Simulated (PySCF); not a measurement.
Computed properties of Be(I)(Me) (CH₃BeI), SMILES [CH3][Be][I]

Be(I)(Me) (CH3BeI), SMILES [CH3][Be][I]. Geometry optimised at PBE0-D3(BJ)/def2-TZVP. The def2 effective core potentials stand for the cores of I; spin–orbit coupling is left out. Other conformers were not sampled. All values are computed for the isolated molecule unless a solvent is named; none is compared with measurement here.

**Structure.** The optimised structure has C3v symmetry. All 12 harmonic modes at PBE0-D3(BJ)/def2-TZVP (PySCF) are real, so it is a minimum. With heavy atoms numbered as in [Be:1]([I:2])[CH3:3], the shortest bond between them is Be1–C3 at 1.672 Å and the longest Be1–I2 at 2.178 Å.

**Vibrations.** The strongest infrared lines (harmonic, unscaled, degenerate partners summed) lie at 1033 cm⁻¹ (186 km/mol, Be 75 %, H 15 %, C 9 %), 669 cm⁻¹ (93 km/mol, H 67 %, C 19 %, Be 14 %), 1236 cm⁻¹ (72 km/mol, H 71 %, C 25 %). The softest mode is at 191 cm⁻¹ and the zero-point energy is 23.5 kcal/mol.

**Electronic structure.** PBE0/def2-TZVPD (PySCF) places the frontier levels at -7.94 and -0.37 eV, a gap of 7.57 eV, and gives a dipole moment of 0.94 D and a mean polarisability of 63.8 bohr³.

**Excitations.** TDA-M06-2X/def2-SVPD (PySCF) has S1 at 6.12 eV (203 nm, f = 0.000, dark); the most intense of the 10 singlets computed lies at 7.71 eV (f = 0.46). Strengths of degenerate partners are summed. T1 (TDA) is at 5.83 eV, 0.29 eV under S1. No vertical singlet excitation falls in the visible range (under 3.1 eV).
